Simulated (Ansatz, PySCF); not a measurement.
The pair A = CH4O (SMILES CO) (first 6 atoms), B = GeH4 (SMILES [GeH4]); geometry from B3LYP-D3(BJ)/def2-TZVP.
(charge 0, multiplicity 1):
```csv
atom,x (Å),y (Å),z (Å)
C,0.3585,0.1630,-0.0492
O,0.3032,-1.0143,0.7466
H,0.2373,-0.0577,-1.1147
H,1.3442,0.5990,0.1044
H,-0.3957,0.8976,0.2523
H,-0.5602,-1.4244,0.6342
Ge,-0.0941,0.0772,3.7230
H,0.1008,-1.4393,3.8330
H,-1.3290,0.3925,2.8639
H,1.1478,0.7440,3.1200
H,-0.3333,0.6533,5.1329
```

Cores are frozen in the correlated methods. Filled d and f shells under p-block atoms count as core. CBS: X⁻³ extrapolation of the correlation energy, Hartree–Fock from the larger set. MP2 and its Hartree–Fock in aug-cc-pVTZ are density fitted.

Run with Ansatz (a program for electronic structure) with Gaussian orbitals; PySCF for the dispersion terms. 

The monomers are drawn apart, rigid, along the line of their centres of mass. Counterpoise-corrected interaction energies (kcal/mol):

| level | R = 4.715 Å | R = 5.993 Å |
|---|---|---|
| PBE/def2-TZVPPD | -0.3881 | -0.0786 |
| PBE-D3(BJ)/def2-TZVPPD | -0.7375 | -0.1681 |
| wB97M-V/def2-TZVPPD | -0.6465 | -0.1594 |
| MP2/CBS(aug-cc-pVDZ, aug-cc-pVTZ) + ΔCCSD(T)/aug-cc-pVDZ | -0.6549 | -0.1613 |

R is the distance of the centres of mass. Find the local exponent m of E ∝ R⁻ᵐ between the two points.


m = ln(E₁/E₂)/ln(R₂/R₁): PBE/def2-TZVPPD 6.7; PBE-D3(BJ)/def2-TZVPPD 6.2; wB97M-V/def2-TZVPPD 5.8; MP2/CBS(aug-cc-pVDZ, aug-cc-pVTZ) + ΔCCSD(T)/aug-cc-pVDZ 5.8. For scale, two fixed dipoles give m = 3, dipole and quadrupole 4, quadrupoles 5, and dispersion or dipole-induced dipole 6 at long range; at these distances several terms mix, and what is left of overlap and damping shifts m, so it need not match one of them.
